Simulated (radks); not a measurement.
The numbers below are computed, except where a source is named.
Problem. The samarium ion Sm3+, configuration [Xe] 4f3 5d0.5 6s1 6p0.5 (fractional occupations, a model configuration). Level of theory: scalar-relativistic Kohn-Sham, PBE, spin-polarised, spherical densities, finite nucleus; open shells are filled with parallel spins first (spin-orbit coupling, left out, can overturn this in heavy ions); Fermi nuclear charge, rms radius 5.0819 fm (a radial shooting solver on a logarithmic mesh with Libxc functionals). Some entries of the table are withheld. Estimate them.

| orbital | occ. | eigenvalue (Ry) | <r> (bohr) | <1/r> (bohr^-1) |
|---|---|---|---|---|
| 1s up | 1 | -3434.229 | 0.02274 | 68.81 |
| 1s down | 1 | -3434.227 | 0.02274 | 68.81 |
| 2s up | 1 | -564.6027 | 0.09702 | 15.93 |
| 2s down | 1 | -564.5977 | 0.09702 | 15.93 |
| 2p up | 3 | -504.0921 | 0.08549 | 14.95 |
| 2p down | 3 | -504.0879 | 0.08549 | 14.95 |
| 3s up | 1 | -127.1218 | 0.2550 | 5.825 |
| 3s down | 1 | -127.0294 | 0.2549 | 5.829 |
| 3p up | 3 | -108.2036 | 0.2534 | 5.491 |
| 3p down | 3 | -108.1116 | 0.2533 | 5.494 |
| 3d up | 5 | -82.56165 | 0.2312 | 5.210 |
| 3d down | 5 | -82.48958 | 0.2310 | 5.213 |
| 4s up | 1 | -28.58460 | 0.5757 | 2.463 |
| 4s down | 1 | -28.36329 | 0.5757 | 2.463 |
| 4p up | 3 | -22.31845 | 0.6077 | 2.273 |
| 4p down | 3 | -22.09884 | 0.6078 | 2.272 |
| 4d up | 5 | -13.51263 | 0.6579 | 2.011 |
| 4d down | 5 | -13.29503 | 0.6584 | 2.009 |
| 5s up | 1 | -6.22499 | 1.317 | 1.013 |
| 5s down | 1 | -6.09174 | 1.323 | 1.006 |
| 5p up | 3 | -4.53237 | 1.488 | 0.8841 |
| 5p down | 3 | -4.41517 | 1.493 | 0.8789 |
| 4f up | 3 | (1) | 0.8050 | 1.557 |
| 4f down | 0 | (2) | 0.8122 | 1.548 |
| 5d up | 0.5 | (3) | 1.963 | 0.6580 |
| 5d down | 0 | (4) | 1.956 | 0.6589 |
| 6s up | 1 | -1.96877 | 2.952 | 0.4353 |
| 6s down | 0 | -1.83391 | 2.931 | 0.4392 |
| 6p up | 0.5 | -1.53698 | 3.408 | 0.3763 |

Solution. 
(1) 4f up eigenvalue (Ry): -3.94726
(2) 4f down eigenvalue (Ry): -3.73976
(3) 5d up eigenvalue (Ry): -2.38340
(4) 5d down eigenvalue (Ry): -2.27573
